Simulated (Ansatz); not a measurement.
`BN([SiH3])[SiH2]Cl` + HCl → dichlorosilane + `BN[SiH3]` at 298.15 K and 1 bar (ligand exchange at the Si–N bond).

Program: Ansatz. Geometries: PBE0-D4/def2-TZVP. ΔE: electronic, gas phase. CCSD(T)/CBS adds triple-zeta CCSD(T) − MP2 to the extrapolated MP2 energy (def2 sets, frozen cores). This one scheme is used for every species. Each species was taken in one conformer, which may not be the lowest.

```csv
species,CCSD(T)/CBS energy (Eh),H − E (kJ/mol),S (J/(mol·K))
`BN([SiH3])[SiH2]Cl`,-1121.76437,215.1,378.4
HCl,-460.38127,26.6,186.8
`Cl[SiH2]Cl`,-1209.93203,67.2,287.0
`BN[SiH3]`,-372.22946,182.4,292.7
```

H − E and S are ideal-gas, rigid-rotor, harmonic terms from PBE0-D4/def2-TZVP, for one conformer and one mirror image of each species. 1 Eh = 2625.50 kJ/mol, R = 8.31446 J/(mol·K).

Problem. By hand: ΔE, ΔH, ΔS and ΔG.

Solution. ΔE = (-1209.93203) + (-372.22946) − (-1121.76437) − (-460.38127) = -0.01585 Eh = -41.6 kJ/mol. Δ(H − E) = 67.2 + 182.4 − 215.1 − 26.6 = 7.9, so ΔH = -33.7 kJ/mol. ΔS = 287.0 + 292.7 − 378.4 − 186.8 = 14.5 J/(mol·K). ΔG = -33.7 − 298.15 × (14.5)/1000 = -38.0 kJ/mol.

Problem. By hand: the equilibrium constant, and the temperature at which ΔG would vanish if ΔH and ΔS stayed fixed.

Solution. log₁₀ K = −ΔG/(RT ln 10) = 6.7. ΔH and −TΔS have one sign here, so there is no such temperature.

The number of gas molecules stays the same, so ΔS is small and ΔH decides. A doubt of 5 kJ/mol in ΔE shifts log₁₀ K by 0.9 here. Other conformers and mirror images would add mixing entropy, several J/(mol·K) or more a flexible species. Modes under 60 cm⁻¹, often nearly free rotors, make the harmonic entropy too high. These are equilibria of isolated gas molecules and say nothing of rates. Largest T1 diagnostic: 0.012 (customary marks: 0.02 for closed shells, 0.045 for open ones).
